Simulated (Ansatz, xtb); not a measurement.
# C5H11NO: which of two isomers lies lower

Structure I: `COC1(N)CCC1`, a singlet. Structure II: `CO[C@H]1C[C@@H](N)C1`, a singlet. Both are isolated molecules in the gas phase, relaxed with B3LYP/def2-SVP; each stands in its lowest conformer found.

Quicker runs give these differences E(II) − E(I): GFN2-xTB +4.8 kcal/mol; HF/STO-3G +3.2 kcal/mol (at GFN2-xTB geometries); r2SCAN-D4/def2-SVP +6.8 kcal/mol (at GFN2-xTB geometries).

Estimate E(II) − E(I) at the level CCSD(T)/def2-SVP + ΔMP2/def2-TZVPP.

Calculated at CCSD(T)/def2-SVP + ΔMP2/def2-TZVPP: E(II) − E(I) = +6.1 kcal/mol, so structure I lies lower.

The same difference at several levels:

```csv
level,geometry,E(II) − E(I) (kcal/mol),departure from the last row (kcal/mol),"job, with rough time for the two"
GFN2-xTB,GFN2-xTB,+4.8,−1.3,"optimisation, 0.23 s"
HF/STO-3G,GFN2-xTB,+3.2,−2.9,"single point, 0.58 s"
r2SCAN-D4/def2-SVP,GFN2-xTB,+6.8,+0.7,"single point, 7.2 s"
B3LYP/def2-SVP,B3LYP/def2-SVP,+5.4,−0.7,"optimisation, 93 s"
HF/def2-SVP,B3LYP/def2-SVP,+5.6,−0.5,part of the CCSD(T) run
MP2/def2-SVP,B3LYP/def2-SVP,+7.6,+1.5,part of the CCSD(T) run
CCSD(T)/def2-SVP,B3LYP/def2-SVP,+7.2,+1.1,single point
CCSD(T)/def2-SVP + ΔMP2/def2-TZVPP,B3LYP/def2-SVP,+6.1,,"single point, 3.4 min"
```

As drawn, both hold the same kinds of bond in the same numbers.

The levels shown agree on the order. The largest departure from CCSD(T)/def2-SVP + ΔMP2/def2-TZVPP is that of HF/STO-3G, 2.9 kcal/mol. The last row adds to CCSD(T) the change of the MP2 difference between the two basis sets, here −1.1 kcal/mol.

With thermal terms from frequencies at re-optimised GFN2-xTB minima (ideal gas, soft modes damped towards free rotors, one conformer each, 298.15 K, 1 atm): the zero-point term adds +0.2 kcal/mol; ΔH is +6.2 and ΔG +6.1 kcal/mol.

The correlated steps freeze 7 core orbitals. Mirror images aren't counted in ΔG. Codes used: Ansatz 0.2.0, xtb 6.7.1; the last row on 2 threads of Arm Neoverse V2 on a shared host.
